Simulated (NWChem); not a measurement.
# MgHSeCl; SMILES [SeH][Mg][Cl]

```xyz
4

Mg     0.0070    -0.7388     0.0000
Cl     0.0150    -2.9407     0.0000
Se     0.0324     1.6814     0.0000
H     -1.4414     1.6907     0.0000
```
Atoms are numbered in this order, from 1.

Computed with NWChem. The geometry was optimised at PBE0/def2-SVP. Level r2SCAN/def2-SVP: energy and gradient on several grids; changes count from the extra-fine grid, which is no exact limit either.

### Question
Which is the coarsest grid (xcoarse; xfine; medium; fine; coarse) from which on the energy stays within 100 μHa and each gradient component within 200 μHa/bohr of xfine?

### Answer
fine.
```
grid     size of the energy change (μHa)  largest change of a gradient component (μHa/bohr)
-------  -------------------------------  -------------------------------------------------
xcoarse                              400                                               2000
coarse                                40                                               1000
medium                              < 10                                                400
fine                                < 10                                                 40
xfine                               < 10                                               < 30
```
